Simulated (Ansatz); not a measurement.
Relaxation of CH10O3Si3 (17 atoms, charge 0, multiplicity 1), to a largest force component of 0.02 eV/Å in at most 40 steps.

Theory: RKS BHLYP/STO-3G (Ansatz).

```xyz
17
Properties=species:S:1:pos:R:3
Si 0.000 0.000 0.000
C 0.000 0.000 1.870
H -1.000 -0.309 2.240
H 0.768 -0.711 2.240
H 0.232 1.020 2.240
O 1.584 0.000 -0.559
Si 2.491 -1.376 -0.887
H 1.660 -2.352 -1.586
H 3.632 -1.020 -1.725
H 2.969 -1.954 0.366
O -0.791 1.371 -0.559
H -1.749 1.140 -0.782
O -0.791 -1.371 -0.559
Si -1.673 -2.433 0.398
H -1.263 -2.287 1.792
H -3.096 -2.132 0.276
H -1.426 -3.804 -0.040
```

Q: Where does it end, and by what steps?

A: The forces met the threshold. The force dipped under the threshold on the way, but the program's further checks kept it going. Limits of this set-up: minimal basis. After 29 steps the energy has fallen by 0.533 eV; H12 moved furthest, 1.05 Å.

```tsv
step	energy less start (eV)	largest force component (eV/Å)	accepted
0	0.0000	1.165	yes
2	-0.2966	0.353	yes
4	-0.3844	0.196	yes
6	-0.4111	0.159	yes
8	-0.4752	0.229	yes
10	-0.4883	0.458	no
12	-0.5169	0.089	yes
14	-0.5195	0.136	yes
16	-0.5243	0.194	yes
18	-0.5284	0.018	yes
20	-0.5302	0.061	yes
22	-0.5314	0.065	yes
24	-0.5319	0.034	yes
26	-0.5324	0.049	yes
28	-0.5326	0.004	yes
29	-0.5327	0.007	yes
```

```xyz
17
Properties=species:S:1:pos:R:3
Si 0.048 -0.195 0.330
C 0.074 0.238 2.135
H -0.934 0.317 2.537
H 0.609 -0.506 2.720
H 0.565 1.196 2.292
O 1.517 0.014 -0.395
Si 2.319 -1.248 -1.144
H 1.587 -1.770 -2.262
H 3.554 -0.706 -1.627
H 2.615 -2.324 -0.242
O -1.092 0.817 -0.369
H -0.949 0.782 -1.360
O -0.297 -1.785 0.037
Si -1.709 -2.575 0.435
H -2.017 -2.435 1.831
H -2.823 -2.075 -0.322
H -1.524 -3.963 0.132
```

The run took 3.8 min on 1 thread of Intel(R) Xeon(R) Platinum 8175M CPU @ 2.50GHz (Skylake/Cascade Lake), on a shared host, peak memory 0.18 GiB.
